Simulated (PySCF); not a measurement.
## Radial density of Er(58+) (erbium, charge +58)

UHF, [Ne], closed-shell 1S. Computed with PySCF 2.14 in an uncontracted even-tempered set (17 s from 35 bohr⁻², ratio 2.2; 10 p from 46 bohr⁻², ratio 2.2; 6 d from 180 bohr⁻², ratio 2.4; 5 f from 280 bohr⁻², ratio 2.4; 4 g from 410 bohr⁻², ratio 2.4), with the non-relativistic Hamiltonian (point nucleus).

| r (bohr) | 4πr²ρ (e/bohr) |
| --- | --- |
| 0.000395 | 0.4072 |
| 0.000664 | 1.111 |
| 0.00112 | 2.955 |
| 0.00188 | 7.538 |
| 0.00316 | 17.92 |
| 0.00531 | 37.87 |
| 0.00894 | 65.80 |
| 0.0150 | 83.98 |
| 0.0253 | 74.71 |
| 0.0425 | 77.21 |
| 0.0716 | 95.39 |
| 0.120 | 39.12 |
| 0.202 | 1.948 |
| 0.340 | 0.003510 |

A non-relativistic calculation at this Z misses sizeable relativistic shifts. Spin-orbit coupling, which splits the p, d and f shells strongly at this Z, is absent.
